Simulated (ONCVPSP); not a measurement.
## u(r) = r·R(r): atom against pseudo-atom (iodine)

Columns: radius, all-electron u(r) and pseudo u(r) of the 5p shell (level -7.15 eV) of iodine in the configuration [Kr] 4d10 5s2 5p5; PBE, non-relativistic, ONCV scheme, ONCVPSP 4.0.1.

```tsv
r (bohr)	all-electron	pseudo
0.105	-0.0602	0.0024
0.210	0.2067	0.0100
0.315	0.1180	0.0238
0.420	-0.1133	0.0447
0.525	-0.2827	0.0732
0.630	-0.3352	0.1087
0.735	-0.2882	0.1502
0.840	-0.1790	0.1968
0.945	-0.0411	0.2478
1.050	0.1024	0.3029
1.155	0.2375	0.3620
1.260	0.3567	0.4242
1.365	0.4573	0.4875
1.470	0.5387	0.5484
1.575	0.6022	0.6031
1.680	0.6493	0.6480
1.785	0.6819	0.6809
1.890	0.7020	0.7017
1.995	0.7114	0.7114
2.100	0.7119	0.7119
2.205	0.7052	0.7052
2.310	0.6927	0.6927
2.415	0.6756	0.6756
2.520	0.6551	0.6551
2.625	0.6319	0.6319
2.730	0.6069	0.6069
```

**Question.** How many radial nodes do the two functions have?

**Answer.** The all-electron 5p function has n − l − 1 = 3; the pseudo-wave has 0, since the states of the same l below it are removed with the core.

**Question.** At about which radius was the pseudo-wave matched?

**Answer.** 2.10 bohr. The columns agree to 0.0005 from 1.89 bohr on; several derivatives are matched, so the curves merge somewhat inside the radius.

**Question.** Is the pseudo-wave norm-conserving?

**Answer.** Yes: the ONCV scheme keeps the norm inside the radius equal to the all-electron one, which fixes the energy derivative of the logarithmic derivative at the level.
